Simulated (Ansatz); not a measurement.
Geometry optimisation, RKS PBE/STO-3G (Ansatz 0.2.0).

Input file:

```yaml
crystal:
  periodic: [false, false, false]
  atoms:
    - { symbol: C, position_ang: [-0.9701, -1.2336, 0.7528] }
    - { symbol: C, position_ang: [-0.1678, -0.1762, 0.9268] }
    - { symbol: F, position_ang: [-0.0387, 0.2762, 2.1827] }
    - { symbol: Si, position_ang: [0.8926, 0.6778, -0.389] }
    - { symbol: O, position_ang: [0.4576, 0.1146, -1.9311] }
    - { symbol: F, position_ang: [0.4398, 2.2414, -0.3899] }
    - { symbol: H, position_ang: [-1.183, -1.6169, -0.2334] }
    - { symbol: H, position_ang: [-1.5095, -1.5957, 1.5817] }
    - { symbol: H, position_ang: [2.2783, 0.5326, -0.1143] }
    - { symbol: H, position_ang: [-0.1161, 0.7287, -2.3834] }
basis:
  gaussian: { orbitals: STO-3G }
hamiltonian:
  xc: pbe
relax:
  f_tol: 0.015
  max_steps: 40
```

Launched with:

```bash
$ ansatz run input.yaml --threads 1 --pin off --max-ram 2048MiB --backend cpu --events-out ev --progress --plain --runs-dir out
```

**Question.** Where does it end, and by what steps?

**Answer.** The forces met the threshold. Limits of this set-up: minimal basis. After 16 steps the energy has fallen by 0.591 eV; H10 moved furthest, 0.66 Å.

```
step  energy less start (eV)  largest force component (eV/Å)  accepted
   0                  0.0000                           3.731       yes
   1                 -0.4458                           1.063       yes
   2                 -0.4885                           1.069       yes
   3                 -0.5600                           0.240       yes
   4                 -0.5743                           0.137       yes
   5                 -0.5436                           0.564        no
   6                 -0.5862                           0.054       yes
   7                 -0.5860                           0.131        no
   8                 -0.5885                           0.280       yes
   9                 -0.5897                           0.128       yes
  10                 -0.5902                           0.024       yes
  11                 -0.5902                           0.048        no
  12                 -0.5904                           0.016       yes
  13                 -0.5904                           0.019       yes
  14                 -0.5904                           0.028       yes
  15                 -0.5905                           0.021       yes
  16                 -0.5905                           0.015       yes
```

```xyz
10
Properties=species:S:1:pos:R:3
C -0.967 -1.167 0.654
C -0.171 -0.105 0.952
F -0.110 0.380 2.246
Si 0.905 0.757 -0.386
O 0.536 0.160 -1.959
F 0.636 2.387 -0.306
H -1.007 -1.559 -0.373
H -1.582 -1.683 1.408
H 2.327 0.470 -0.195
H -0.484 0.311 -2.036
```

Whether the end is a true minimum wasn't checked by a vibrational analysis.

Run time: 41 s on 1 thread of Arm Neoverse V2 (shared host), peak memory 0.15 GiB.
